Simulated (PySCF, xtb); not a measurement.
Ga(AsH2)(H)2 (AsGaH4), SMILES [GaH2][AsH2].

Harmonic wavenumbers (cm⁻¹) from GFN2-xTB in xtb at its own minimum, in rising order: 6, 238, 268, 375, 535, 562, 741, 989, 1413, 1476, 1828, 1855.

Problem. What does PySCF 2.14.0 with PBE0-D3(BJ)/def2-TZVP give at its own minimum? (Estimate from the structure and the level; the computed values follow.)

Solution. 186, 259, 359, 425, 614, 623, 742, 984, 1958, 1968, 2213, 2227. Paired by order, the mean absolute difference is 190 cm⁻¹ and the zero-point energies are 14.7 and 18.0 kcal/mol.
